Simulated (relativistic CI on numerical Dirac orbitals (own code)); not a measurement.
## Co⁴⁺ in a cubic cluster: 2p photoemission with charge transfer

Computed with a charge-transfer multiplet model of a cubic metal-ligand cluster with up to one ligand hole, Slater and spin-orbit integrals from Dirac-Coulomb-Breit ions, Slater integrals scaled by 0.8. The ground state mixes d5 with configurations of k ligand holes L, whose averages lie at kΔ + k(k − 1)U_dd/2; a core hole lowers each added d electron by U_cd. 20 K, Lorentzian 0.6 eV and Gaussian 0.8 eV FWHM.

Atomic integrals in eV (Slater integrals scaled, ζ unscaled), ground: F2dd 10.866, F4dd 6.824, zeta_d 0.080; with the core hole: F2dd 12.169, F4dd 7.677, zeta_d 0.112, zeta_core 9.655, F2cd 7.386, G1cd 5.771, G3cd 3.286.

Cluster parameters (eV): Δ = 0.2, U_dd = 6.8, 10Dq = 1.7, 10Dq(ligand) = 1.4, V(eg) = 1.7, V(t2g) = -0.77, final-state hopping factor = 1.

| Case | n_d | d5 | d6L | S |
| --- | --- | --- | --- | --- |
| U_cd = 7 eV | 5.25 | 0.75 | 0.25 | 2.50 |
| U_cd = 8.8 eV | 5.25 | 0.75 | 0.25 | 2.50 |
| U_cd = 10 eV | 5.25 | 0.75 | 0.25 | 2.50 |

Weights, n_d and S are thermal averages at 20 K. Binding energies count from the first peak over 30 % of the highest in each spectrum, which can be another peak from case to case. The parameters are a model scan and need not match a compound or its usual spin state. Peaks in eV (height, largest 100):
- U_cd = 7 eV: 0.0 (89), 1.2 (100), 3.7 (35), 6.3 (54), 7.7 (45), 14.1 (14), 16.2 (55), 17.7 (48), 22.9 (25), 24.7 (25)
- U_cd = 8.8 eV: 0.0 (100), 2.3 (37), 6.1 (75), 7.7 (56), 15.0 (56), 16.5 (47), 20.6 (10), 22.9 (33), 24.6 (37), 29.0 (5)
- U_cd = 10 eV: 0.0 (100), 2.2 (37), 7.0 (85), 8.7 (63), 9.7 (44), 15.0 (60), 16.4 (48), 20.5 (9), 23.9 (39), 25.6 (44), 30.0 (6)

Curve for U_cd = 8.8 eV (points under 2 left out, the grid thinned):

```csv
E (eV),Intensity
-5.3,2.0
-4.5,3.1
-3.7,5.8
-2.9,18.7
-2.1,52.6
-1.3,81.2
-0.4,92.9
0.4,87.8
1.2,45.9
2.0,36.0
2.8,31.6
3.6,18.5
4.4,17.7
5.2,30.6
6.0,73.5
6.8,47.2
7.6,55.2
8.5,38.6
9.3,32.2
10.1,15.7
10.9,8.7
11.7,7.1
12.5,9.3
13.3,18.0
14.1,32.2
14.9,56.0
15.7,45.1
16.5,47.2
17.4,36.0
18.2,21.2
19.0,10.7
19.8,9.0
20.6,9.8
21.4,8.9
22.2,15.4
23.0,32.6
23.8,19.6
24.6,36.9
25.4,16.4
26.3,5.4
27.1,3.0
27.9,3.4
28.7,4.9
29.5,4.1
30.3,2.0
```

For the case U_cd = 8.8 eV, Δ = 0.2 eV is smaller than U_dd = 6.8 eV, the charge-transfer side of the Zaanen-Sawatzky-Allen scheme. With the core hole the configuration with one ligand hole lies at Δ − U_cd = -6.8, -8.6, -9.8 eV from the one without, in the order of the table; where this is negative the screened configuration lies lower.

With at most 1 ligand hole the space is cut while the next configuration still counts, so covalency is underestimated, and a final configuration with one more ligand hole, which can lie low, is missing from the spectra.
